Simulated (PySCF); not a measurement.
# NMR data sheet: C7H4ClNO

| Property | Result |
| --- | --- |
| Formula | C7H4ClNO |
| SMILES | Clc1noc2ccccc12 |
| InChI | InChI=1S/C7H4ClNO/c8-7-5-3-1-2-4-6(5)10-9-7/h1-4H |
| Point group of the computed structure | Cs |
| Degrees of unsaturation | 6 |
| Carbon signals | 7 |
| Proton signals | 4 |

Atom-mapped SMILES (the numbers label the heavy atoms): `[Cl:1][c:2]1[n:3][o:4][c:5]2[cH:6][cH:7][cH:8][cH:9][c:10]12`. Each H is labelled by its parent atom.

Level of theory: shieldings: GIAO PBE0/pcSseg-1, structure optimised with GFN2-xTB, in PySCF 2.14.0 with density-fitted response routines (one conformer, non-relativistic, isolated molecule).

References, each an isolated molecule treated in the same way: ¹H (σref 31.72), ¹³C (σref 186.93) vs TMS; NH3 for ¹⁵N (σref 267.73); ¹⁷O (σref 336.08) against H2O.

```tsv
carbon	δC, type	δH (multiplicity)	HMBC from (2–3 bonds)	span of the C tensor (ppm)
C2	159.5, C	–	H(C9)	164
C5	171.8, C	–	H(C9), H(C7), H(C6)	164
C6	115.6, CH	7.88 (m)	H(C7), H(C8)	186
C7	134.6, CH	7.89 (m)	H(C9), H(C6), H(C8)	234
C8	128.8, CH	7.71 (m)	H(C9), H(C7), H(C6)	229
C9	126.3, CH	8.09 (d)	H(C7), H(C8)	218
C10	127.9, C	–	H(C9), H(C6), H(C8)	162
```

Other nuclei:
```json
{"atoms": "N3", "nucleus": "¹⁵N", "environment": "pyridine-type nitrogen of an azole", "δ (ppm)": "411.3", "σ (ppm)": "-143.6"}
{"atoms": "O4", "nucleus": "¹⁷O", "environment": "aromatic ring oxygen", "δ (ppm)": "350.0", "σ (ppm)": "-13.9"}
```

- Carbon types of the structure: 3 × C, 4 × CH, which accounts for all hydrogens.
- δC 171.8, 127.9: ring-fusion aromatic carbon.
- δC 159.5: aromatic carbon bearing chlorine.
- δC 134.6, 128.8, 126.3, 115.6: aromatic CH.
- δH 8.09, 7.89, 7.88, 7.71: hydrogen on an aromatic CH; aromatic region.

Carbons that carry Cl, above all several Cl atoms, come out too deshielded, partly because spin–orbit coupling is missing. Shifts are as computed. Against solution values, carbons near 30 ppm lie about +3 ppm off and those near 130 ppm about +5 ppm; carbons on Cl a further +6 ppm. Of 1211 compounds with measured shifts, 218 miss one by over three times the rms of a fit or turn the order of signals round; such compounds aren't used in these exercises. Unscaled 17O shifts of doubly bonded oxygen tend to come out too high, by tens of ppm or more. Experimental scales use liquid or dissolved standards, which lie at an offset from isolated NH3 (liquid NH3: subtract about 20 ppm) and H2O (liquid H2O: subtract about 36 ppm). Unscaled 15N shifts of sp2 nitrogen come out 20 to 40 ppm too high even then. Multiplicities follow the n + 1 count of equivalent neighbours, as no J values were calculated; m marks all less simple cases, F and P coupling included.
